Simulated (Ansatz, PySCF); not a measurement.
Species: C2N (charge 0, doublet). It need not be the lowest isomer of its formula. 
Structure (B3LYP-D3(BJ)/def2-TZVP (Ansatz, a quantum-chemistry and plane-wave program) minimum search):
```
C
N 1 1.1790
C 1 1.3674 2 180.00
```
Charge 0, spin multiplicity 2.

Total electronic energies in hartree. Valence correlation only, unless marked. UHF or UKS for open shells. No spin-orbit coupling. Non-relativistic unless marked X2C. Basis-set limits of correlation are two-point, X^-3; Hartree-Fock from the larger set. The bracket is a focal-point correction in the basis named.

The UHF reference is spin-contaminated (<S^2> 0.57 over the pure value in the largest basis). The T1 diagnostic of CCSD in the largest basis is 0.079, which is high, so the coupled-cluster rows are less sure than usual.

```csv
level,program,energy (Eh)
HF/cc-pwCVTZ,Ansatz,-130.06218
HF/def2-TZVPD,PySCF,-130.06408
PBE-D4/def2-TZVPD,Ansatz + dftd4,-130.64113
revPBE-D4/def2-TZVPD,Ansatz + dftd4,-130.77645
B3LYP/def2-TZVPD,Ansatz,-130.80159
PBE0/6-31G*,Ansatz,[?]
PBE0/def2-TZVPD,Ansatz,-130.63486
PBE0/def2-TZVPD,PySCF,-130.63486
BHLYP-D4/def2-TZVPD,Ansatz + dftd4,-130.72521
BHLYP/def2-TZVPD,Ansatz,-130.72367
M06-2X/def2-TZVPD,PySCF,-130.74195
HSE06-D4/def2-TZVPD,Ansatz + dftd4,-130.62931
CAM-B3LYP-D4/def2-TZVPD,Ansatz + dftd4,-130.73147
B2PLYP-D4/def2-TZVPD,Ansatz + dftd4,-130.69812
MP2/STO-3G,Ansatz,-128.47592
RI-MP2/cc-pVTZ,Ansatz,-130.44995
"RI-MP2/CBS(cc-pVTZ,cc-pVQZ)",Ansatz,-130.5054
SCS-MP2/6-31G,Ansatz,-130.16318
CCSD/STO-3G,Ansatz,-128.53321
CCSD(T)/cc-pwCVTZ,Ansatz,-130.53219
X2C-CCSD(T)/cc-pVTZ-DK,Ansatz,-130.58227
"RI-MP2/CBS(cc-pVTZ,cc-pVQZ)+[CCSD(T)-MP2]/cc-pVDZ",Ansatz,-130.5748
"CCSD(T)/CBS(cc-pVTZ,cc-pVQZ)",Ansatz,-130.5753
```

Q: Fill in the missing entries.

A: 
- PBE0/6-31G*, energy (Eh): -130.58796
